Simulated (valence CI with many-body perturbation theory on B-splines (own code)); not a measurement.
**Sm XLIX: what each term of the Hamiltonian does**

Computed by configuration interaction combined with many-body perturbation theory (CI+MBPT): four valence electrons over a frozen Dirac-Fock core [Ne], radial functions for each j: 11 s, 11 p, 9 d, 7 f, 5 g, 2 h, 1 i, with the one-electron correlation potential Σ1, the two-electron term Σ2, the three-electron term Σ3, Breit, model QED; selected CI, second order for the rest (own B-spline code, finite nucleus).

No measured spectrum was set against this ion. As an estimate, large intervals hold to a few tenths of a per cent, small ones and those within an open d or f shell to about a per cent.

Each rung adds one term. CI alone is the Dirac-Coulomb CI over the frozen core; QED comes last and gives the full result, which names the levels. Energies are above (3s^2 3p1/2^2) J=0 on the same rung, in Ry.

Levels are named by their leading jj configuration (3d3/2^4 stands for four electrons in 3d with j = 3/2), which in mixed levels can hold well under half, so a name can repeat and another be missing. Letters in brackets count levels of one name in rising energy.

```tsv
Level	CI alone
(3s^2 3p1/2 3p3/2) J=1	10.875
(3s^2 3p1/2 3p3/2) J=2	11.459
(3s 3p1/2^2 3p3/2) J=2	20.262
(3s 3p1/2^2 3p3/2) J=1	21.982
(3s^2 3p3/2^2) J=2	22.732
(3s^2 3p1/2 3d3/2) J=2	23.933
(3s^2 3p3/2^2) J=0	23.928
(3s^2 3p1/2 3d3/2) J=1	26.387
(3s^2 3p1/2 3d5/2) J=2	27.521
(3s^2 3p1/2 3d5/2) J=3	27.653
(3s 3p1/2 3p3/2^2) J=2 [a]	31.000
(3s 3p1/2 3p3/2^2) J=3	31.932
(3s 3p1/2 3p3/2^2) J=0	32.571
(3s 3p1/2 3p3/2^2) J=1 [a]	33.383
(3s 3p1/2 3p3/2^2) J=2 [b]	33.545
(3s 3p1/2^2 3d3/2) J=1	33.499
```

Problem. What do these energies become with core correlation, Breit and QED?

Solution. (3s^2 3p1/2 3p3/2) J=1 10.757 (-0.1181); (3s^2 3p1/2 3p3/2) J=2 11.317 (-0.1420); (3s 3p1/2^2 3p3/2) J=2 20.086 (-0.1756); (3s 3p1/2^2 3p3/2) J=1 21.794 (-0.1878); (3s^2 3p3/2^2) J=2 22.482 (-0.2498); (3s^2 3p1/2 3d3/2) J=2 23.685 (-0.2482); (3s^2 3p3/2^2) J=0 23.692 (-0.2354); (3s^2 3p1/2 3d3/2) J=1 26.110 (-0.2773); (3s^2 3p1/2 3d5/2) J=2 27.209 (-0.3117); (3s^2 3p1/2 3d5/2) J=3 27.313 (-0.3397); (3s 3p1/2 3p3/2^2) J=2 [a] 30.709 (-0.2909); (3s 3p1/2 3p3/2^2) J=3 31.605 (-0.3274); (3s 3p1/2 3p3/2^2) J=0 32.298 (-0.2730); (3s 3p1/2 3p3/2^2) J=1 [a] 33.074 (-0.3091); (3s 3p1/2 3p3/2^2) J=2 [b] 33.212 (-0.3330); (3s 3p1/2^2 3d3/2) J=1 33.228 (-0.2715).

Problem. How does the ionisation energy move along the ladder, and which term matters most?

Solution. CI alone 4232.6, + Σ1 4233.7, + Σ2 4233.8, + Σ3 4233.5, + Breit 4228.3, + QED 4228.4 eV. The largest step is Breit, -5.2 eV. NIST lists 4227 ± 4 eV (theoretical).
